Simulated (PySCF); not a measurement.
# Mg (magnesium, neutral) across methods

[Ne] 3d2, high-spin 3F determinant (an excited configuration). All numbers are calculated (PySCF 2.14, the non-relativistic Hamiltonian (point nucleus), in aug-cc-pCVDZ).

| method | E (hartree) | mean ε 2p β (eV) | mean ε 2p α (eV) | mean ε 3d α (eV) | Σ⟨r²⟩ (bohr²) | ⟨S²⟩ |
| --- | --- | --- | --- | --- | --- | --- |
| B3LYP | -199.5694 | -57.647 | -57.647 | -0.687 | 56.91 | 2.000 |
| BHandHLYP | -199.5368 | -62.433 | -62.435 | -0.893 | 56.97 | 2.000 |
| LDA | -198.6006 | -54.245 | -54.258 | -0.328 | 57.01 | 2.000 |
| LC-wPBE | -199.4437 | -60.051 | -60.061 | -1.804 | 56.95 | 2.000 |
| BP86 | -199.5793 | -54.387 | -54.390 | -0.561 | 57.54 | 2.000 |
| UHF | -199.09411 | -69.613 | -69.616 | -1.431 | 57.77 | 2.000 |
| PBE | -199.4382 | -54.218 | -54.231 | -0.507 | 57.18 | 2.000 |
| r2SCAN | -199.5286 | -55.774 | -55.775 | -0.399 | 57.67 | 2.000 |
| PBE0 | -199.4485 | -58.396 | -58.406 | -0.802 | 57.33 | 2.000 |

The outer electron is Rydberg-like, and this basis confines it to a smaller radius and binds it less than a complete one would.
